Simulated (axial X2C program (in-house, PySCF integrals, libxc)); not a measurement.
Correcting the dissociation energy of Te₂⁺ for spin–orbit coupling

A spin-free CCSD(T) curve (one-electron X2C) was computed with an in-house all-electron X2C program for linear molecules (integrals from PySCF), basis Te dyall-cv3z [11s12p8d4f1g] (cores contracted in-house), for the state M_S = 1/2, Λ = 1 (beyond evenly filled blocks: π+α). It gives D0 = 3.037 eV to Te+ + Te, which in a spin-free picture are the weighted means of the ground terms.

Correlated methods: 11 electrons correlated (number of frozen shells: Te 4 s, 3 p, 2 d), 309 virtual spin orbitals or spinors in MP2, 90 natural virtuals in coupled cluster.

Measured levels of the ground terms (NIST Handbook of Basic Atomic Spectroscopic Data), in cm⁻¹: Te+ 4S: J = 3/2 at 0; Te 3P: J = 2 at 0, J = 0 at 4706.5, J = 1 at 4750.7.

The two components of the molecular doublet are 4367 cm⁻¹ apart in the PBE0 2c search (Ω = 1/2 lower), so the lower one lies 2184 cm⁻¹ under their mean.

(1) How far does each ground level lie under the (2J+1)-weighted mean of its term?

(2) Correct D0.

Second-order spin–orbit effects in the molecule, which grow quickly with Z, are left out. The state is a single determinant with fixed occupations, the lowest that a limited PBE0 search found. De is counted from the lowest determinant-based energies of the atoms at the same level, without counterpoise correction. Coupled cluster ran in a truncated set of natural virtual spinors; the MP2 energy of the rest was added. (T) has no such correction and the atoms are truncated less, which lowers De at CCSD(T) by a hundredth of an eV or more. With the outer-core shells frozen, correlated bond lengths of heavy atoms tend to come out a few hundredths of an ångström too long.

Results:

(1) Te+: a single level, 0; Te: (5 × 0 + 1 × 4706.5 + 3 × 4750.7)/9 = 2107 cm⁻¹.

(2) D0 = 3.037 + (2184 − 2107)/8065.5 = 3.047 eV at CCSD(T) with these spin–orbit terms.
